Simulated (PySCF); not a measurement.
A species of formula C7H7Cl has this rotational fingerprint, computed with PBE0/def2-SVPD in PySCF (dipole) on a GFN2-xTB geometry, gas phase:

* Rotational constants: A = 5586, B = 979.1, C = 837.4 MHz
* Dipole components: |μa| = 2.28 D, |μb| = 0.00 D, |μc| = 0.04 D
* Inertial defect: -3.12 u·Å²
* κ: -0.94

**Question.** Which candidate fits, each taken in the one conformer that was computed?
A. `C=C1C(=C)C(Cl)=C1C`
B. `[CH:1]#[C:2]/[CH:3]=[CH:4]/[CH2:5]/[CH:6]=[CH:7]/[Cl:8]` with C3–C4–C5–C6 -117°, C4–C5–C6–C7 -116°
C. 4-chlorotoluene, `Cc1ccc(Cl)cc1`

**Answer.** C. It is Cc1ccc(Cl)cc1, a near-prolate asymmetric top, point group Cs. The candidates at the same level (rigid rotor, commonest isotopes):

```
            SMILES  A (MHz)  B (MHz)  C (MHz)  μa (D)  μb (D)  μc (D)  Δ (u·Å²)  point group                        rotor
  C#C/C=C/C/C=C/Cl     6036    485.3    460.7    0.82    1.20    0.31    -28.14           C1  near-prolate asymmetric top
C=C1C(=C)C(Cl)=C1C     2369     1498    923.0    0.88    1.09    0.00     -3.12           Cs               asymmetric top
     Cc1ccc(Cl)cc1     5586    979.1    837.4    2.28    0.00    0.04     -3.12           Cs  near-prolate asymmetric top
```

`C#C/C=C/C/C=C/Cl` has B 50 % too low; `C=C1C(=C)C(Cl)=C1C` has A 58 % too low. In the right answer the mirror of this Cs structure is the ac plane, so μb vanishes by symmetry. No structure here is proved a minimum.
